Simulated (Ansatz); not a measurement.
## Energy profile

The step: CH₆Ge ([CH3][GeH3]) + HF → GeH₃F ([F][GeH3]) + CH₄; bonds formed: Ge1–F7, C2–H6; bonds broken: Ge1–C2, H6–F7 (atoms numbered as in the saddle structure below).

```
10
angstrom
Ge -0.8147 0.7631 -0.2035
C 0.9333 -0.6962 -0.1090
H -0.2351 1.0338 -1.6220
H -0.6712 2.0692 0.5783
H -2.2061 0.1642 -0.4116
H 0.0904 -0.5238 0.8630
F -0.8218 -0.1963 1.6517
H 0.6517 -1.2460 -1.0047
H 1.6937 0.0498 -0.3312
H 1.3798 -1.4179 0.5892
```

Electronic energies by CCSD(T) at an estimated basis limit (MP2 extrapolated from triple and quadruple zeta, plus CCSD(T) − MP2 in triple zeta), on PBE0-D4/def2-TZVP structures; CH7FGe, singlet; no counterpoise correction. Program: Ansatz 0.2.0. Basis: def2-TZVPP and def2-QZVPP. Cores are frozen in the correlated methods. Filled d shells of the heavier atoms are correlated. The def2 sets are not built for correlating such inner shells, so the correlated values are less sure here. Extrapolation: Hartree–Fock as exp(−7.88 √X), correlation as X^−2.97.

**Question.** Give the profile in eV, counted from the separated reactants. (An estimate is asked for; the value comes from the calculation.)

**Answer.** By the calculation:
```tsv
point	eV
separated: CH6Ge (linked as [CH3][GeH3]; Ge1, C2, H3, H4, H5, H8, H9, H10; singlet) + HF (H6, F7; singlet)	0.000
start structure	-0.095
saddle	1.913
end structure	-0.722
separated: GeH3F (linked as [F][GeH3]; Ge1, H3, H4, H5, F7; singlet) + CH4 (C2, H6, H8, H9, H10; singlet)	-0.679
```

T1 diagnostic: at most 0.013.

For scale, one of the runs: CCSD(T)/def2-TZVPP, 208 basis functions, launched by `ansatz run in.yaml --threads 4 --pin off --events-out ev --progress --plain --max-ram 9574MiB`. The run took 57 s on 4 CPU threads of an Arm Neoverse V2 (shared host), with 2.9 GiB of host memory at its peak.
